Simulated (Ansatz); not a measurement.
System: C$_{2}$H$_{9}$O$_{2}$Si (charge +1, singlet). It need not be the lowest isomer of its formula. 
Geometry from a B3LYP-D3(BJ)/def2-TZVP (Ansatz, an electronic-structure program) optimisation:
```
Si
O 1 1.6166
H 2 0.9620 1 124.62
C 1 1.8310 2 112.85 3 -144.91
H 4 1.0911 1 111.58 2 -39.65
H 4 1.0922 5 109.15 1 124.40
H 4 1.0933 5 107.65 6 116.03
C 1 1.8338 2 117.93 3 1.01
H 8 1.0911 1 112.10 2 44.44
H 8 1.0924 9 108.48 1 -123.18
H 8 1.0933 9 108.23 10 -115.92
O 1 1.8851 2 94.92 3 108.61
H 12 0.9702 1 125.04 2 157.11
H 12 0.9721 13 110.79 1 147.30
```
Charge +1, spin multiplicity 1.

Parts of the frozen-core correlation energy in STO-3G (Ansatz, hartree). Frozen orbitals: 9; correlated occupied orbitals by spin: 16 and 16; virtual: 13 and 13. Spin-orbit coupling is left out. No relativistic terms.

| term | value |
|---|---|
| reference (HF) | -513.26146 |
| MP2 opposite-spin | ___ |
| MP2 same-spin | -0.02713 |
| CCSD correlation | ___ |
| (T) | ___ |
| T1 diagnostic | 0.010 |
| largest doubles amplitude | 0.056 |

Question: What belongs in the gaps?

Answer: 
- MP2 opposite-spin, value: -0.18926
- CCSD correlation, value: -0.27832
- (T), value: -0.00399
